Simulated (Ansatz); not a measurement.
H-Si bond dissociation enthalpy at 298 K: 9 cases among silicon compounds with O, N or halogens, in kcal/mol, species as SMILES. Set-up: 6-31G* and kin with 6d, 5d where marked; non-relativistic; dispersion terms only where a functional's name holds one; no spin-orbit coupling; frozen cores in correlated levels; open shells spin-unrestricted. Basis-set limits of correlation are two-point, X^-3; Hartree-Fock from the larger set. Ab initio and DFT rows: single points at B3LYP-D3(BJ) geometries (Ansatz, a program for electronic structure), with unscaled harmonic terms from B3LYP/6-31G* (Ansatz) at its own minima.

Coupled cluster (Ansatz) is a level with limits of its own, used here on species with T1 under 0.025 (0.045 for open shells) and stable references: (a) CCSD(T)/CBS(aug-cc-pV(T+d)Z,aug-cc-pV(Q+d)Z); (b) CCSD(T)/CBS(cc-pV(T+d)Z,cc-pV(Q+d)Z).

| species | atoms | coupled cluster | difference of PBE/6-31G* (Ansatz) | difference of PBE/STO-3G (Ansatz) | difference of B3LYP/6-31G* (Ansatz) | difference of PBE/def2-TZVPD (Ansatz) | difference of wB97M-V/def2-TZVPD (Ansatz) |
|---|---|---|---|---|---|---|---|
| F[SiH2][SiH3] [fluoro(silyl)silane], to F[SiH][SiH3] + H atom | 8 | 91.2 (a) | -6.3 | 20.3 | -2.3 | -7.4 | -0.7 |
| F[SiH2][SiH3], to F[SiH2][SiH2] + H atom | 8 | 88.7 (a) | -5.1 | 32.7 | -1.7 | -5.7 | 0.0 |
| F[SiH2][SiH2]F, to F[SiH][SiH2]F + H atom | 8 | 91.2 (a) | -6.2 | 19.4 | -2.2 | -7.6 | -0.9 |
| [SiH2]([SiH3])Cl, to [SiH2][SiH2]Cl + H atom | 8 | 89.1 (a) | -5.2 | 32.1 | -1.7 | -5.7 | 0.1 |
| Cl[SiH2][SiH2]Cl [chloro(chlorosilyl)silane], to Cl[SiH][SiH2]Cl + H atom | 8 | 89.2 (a) | -6.6 | 24.5 | -2.9 | -7.2 | -0.5 |
| [SiH3]NC [N-silylmethanamine], to CN[SiH2] + H atom | 10 | 90.3 (a) | -8.2 | 21.0 | -3.7 | -8.0 | -0.2 |
| N[SiH](N)N, to N[Si](N)N + H atom | 11 | 96.4 (a) | -8.5 | 13.1 | -3.5 | -9.3 | -0.2 |
| O[Si](O)(O)[SiH3], to O[Si](O)(O)[SiH2] + H atom | 11 | 89.0 (b) | -5.3 | 30.9 | -1.7 | -5.8 | 0.0 |
| [SiH2]([SiH2]N)N, to N[SiH][SiH2]N + H atom | 12 | 87.3 (b) | -7.3 | 22.0 | -3.2 | -8.4 | -1.0 |

| level | cases | mean signed difference | mean absolute difference | median absolute difference | largest absolute difference |
|---|---|---|---|---|---|
| PBE/6-31G* (Ansatz) | 9 | -6.52 | 6.52 | 6.30 | 8.5 |
| PBE/STO-3G (Ansatz) | 9 | 24.00 | 24.00 | 22.00 | 32.7 |
| B3LYP/6-31G* (Ansatz) | 9 | -2.54 | 2.54 | 2.30 | 3.7 |
| PBE/def2-TZVPD (Ansatz) | 9 | -7.23 | 7.23 | 7.40 | 9.3 |
| wB97M-V/def2-TZVPD (Ansatz) | 9 | -0.38 | 0.40 | 0.20 | 1.0 |

PBE/6-31G* lies above in 0 of 9 cases and within 2 kcal/mol in 0; mean signed difference -6.52 kcal/mol, mean absolute 6.52 kcal/mol (5.88 over the 5 cases of up to 8 atoms, 7.33 over the larger). These figures hold for the species listed.

How the rows were picked: cases drawn at random among the computed members of the class with clean coupled-cluster diagnostics. The batch they came from held 9 cases of this property in the class: 0 with a tabulated value, 9 with clean coupled cluster alone, 0 with neither, which enter no statistics. The levels are drawn from those run on every case listed, the commonest habits more often. No case is left out for the size of its miss. Left out are saddle points of the reference geometry, anions that the best level run finds unbound, excited spin states, species near biochemistry, 298 K rows of species without real B3LYP wavenumbers, cases with under five habitual levels, runs that failed or that the program found above a lower state of the same kind, table entries that another table contradicts, and a share of species set aside by lot.
